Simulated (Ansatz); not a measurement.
A run for Ansatz (a program for electronic structure): R-wB97X-V/def2-TZVPP on BrHSe2 (SMILES [SeH][Se]Br), a point of a torsion scan.

Ansatz 0.2 input:
```yaml
crystal:
  periodic: [false, false, false]
  atoms:
    - {symbol: Se, position_ang: [-1.35365467, 0.52612339, 0.42390117]}
    - {symbol: Se, position_ang: [0.79684462, 0.94237819, -0.24358075]}
    - {symbol: Br, position_ang: [0.60169427, 1.37514338, -2.51642898]}
    - {symbol: H, position_ang: [-1.58993003, -0.62804109, -0.43931061]}
basis:
  gaussian:
    orbitals: def2-TZVPP
hamiltonian:
  xc: {name: wB97X-V}
scf: {lower_state_search: off}
```

Program output:

```
WARN ansatz: RAYON_NUM_THREADS=1 ignored (pool sized by the plan → 1); use --threads N
Functional definition: wB97X-V
these checks for a lower state are left out or cut short: stability, starts, cluster_reference, orbital_swaps, neighbouring_geometries, increment
integrals: 0.13 GiB planned
1290 factors; their error is unknown
integrals: 0.16 GiB planned
190 factors; integrals over basis functions are off by at most 6.6e-5 eV
mean field: 1.23 GiB planned
mean field evaluation 1: about -200742.5330 eV, gradient 1.7e1 eV
mean field evaluation 2: about -200742.8888 eV, gradient 1.3e1 eV
mean field evaluation 4: about -200743.1597 eV, gradient 8.0e-1 eV
mean field evaluation 8: about -200743.9813 eV, gradient 5.1e-1 eV
mean field evaluation 16: about -200743.9816 eV, gradient 3.2e-4 eV
mean field -200743.98155298 eV, -7377.2052529143 hartree, gradient 5.9e-6 eV, S^2 0.000000; 0 other end points of the search recorded, 0 dependent functions left out
reference -200743.98155144 eV, -7377.2052528575 hartree; 52, 52 occupied and 106, 106 virtual orbitals, 1290 factors
Total energy: -200743.98155144 eV, -7377.2052528575 hartree
Checks for a lower state left out: stability, starts, cluster_reference, orbital_swaps, neighbouring_geometries, increment
```

The calculation finished and met its thresholds.

Cost: roughly 8 core-seconds.
